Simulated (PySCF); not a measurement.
C2H6Ga, charge +1.

```xyz
9

Ga     0.0000     0.0000     0.0000
C      0.0000     0.0000    -1.9038
H      0.9083     0.5042    -2.2713
H     -0.8908     0.5345    -2.2713
H     -0.0175    -1.0387    -2.2713
C      0.0000     0.0000     1.9038
H      0.9083    -0.5042     2.2713
H     -0.8908    -0.5345     2.2713
H     -0.0175     1.0387     2.2713
```
Charge +1, spin multiplicity 1.

Geometry optimised at r2SCAN-D4/def2-SVP. A frequency run showed that this geometry is not a minimum. The spin state was assumed, not searched. The isomer is the one that the SMILES or the coordinates give; other isomers of the formula were not compared.

These are PBE/pcSseg-1 in PySCF values and carry that method's errors. Non-relativistic, no solvent.

Computed absolute GIAO shielding of each atom: isotropic value and principal components (ppm):
| atom | σ(iso) | σ11 | σ22 | σ33 | span |
|---|---|---|---|---|---|
| Ga1 | 1082.8 | 335.5 | 335.5 | 2577.4 | 2241.9 |
| C2 | 166.0 | 146.3 | 146.3 | 205.5 | 59.2 |
| H3 | 29.1 | 24.6 | 26.0 | 36.8 | 12.2 |
| H4 | 29.1 | 24.6 | 26.0 | 36.8 | 12.2 |
| H5 | 29.1 | 24.6 | 26.0 | 36.8 | 12.2 |
| C6 | 166.0 | 146.3 | 146.3 | 205.5 | 59.2 |
| H7 | 29.1 | 24.6 | 26.0 | 36.8 | 12.2 |
| H8 | 29.1 | 24.6 | 26.0 | 36.8 | 12.2 |
| H9 | 29.1 | 24.6 | 26.0 | 36.8 | 12.2 |
